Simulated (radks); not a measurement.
The copper ion Cu+ inside a hard spherical wall (all orbitals vanish at R), configuration held at [Ar] 3d10 and not refilled when levels cross. Calculated with a radial shooting solver on a logarithmic mesh with Libxc functionals: scalar-relativistic Kohn-Sham, PBE, spin-polarised, spherical densities, point nucleus. Eigenvalues in eV for spin up, with the zero of energy where the potential of the charges vanishes at infinity; a dash marks a level that is unbound or too diffuse for the functional's potential to be trusted. A positive occupied level is held by the wall or, in an anion where self-interaction has pushed it up, behind a barrier. The pressure on the wall is -dE/dV.

R (bohr)  E (hartree)  kinetic (hartree)    e(2p)    e(3s)    e(3p)    e(3d)  e(4s, empty)  e(4p, empty)  pressure (GPa)
free      -1654.54974           1679.172  -925.37  -123.32  -80.794  -13.659       -11.892        -6.549               0
20        -1654.54974           1679.172  -925.37  -123.32  -80.794  -13.659       -11.892        -6.549        < 0.0001
10        -1654.54974           1679.172  -925.37  -123.32  -80.794  -13.658       -11.892        -6.537        < 0.0001
5         -1654.54272           1679.226  -924.94  -122.92  -80.394  -13.282       -11.067        -4.431            1.16
3.5       -1654.44551           1679.735  -921.85  -120.19  -77.734  -10.692        -5.474         4.057            37.1
2.5       -1653.79596           1682.445  -910.70  -111.34  -69.102   -1.512        17.004        31.992             611
2         -1652.11842           1689.122  -892.64  -98.563  -56.290   13.243        58.150        78.177            3650
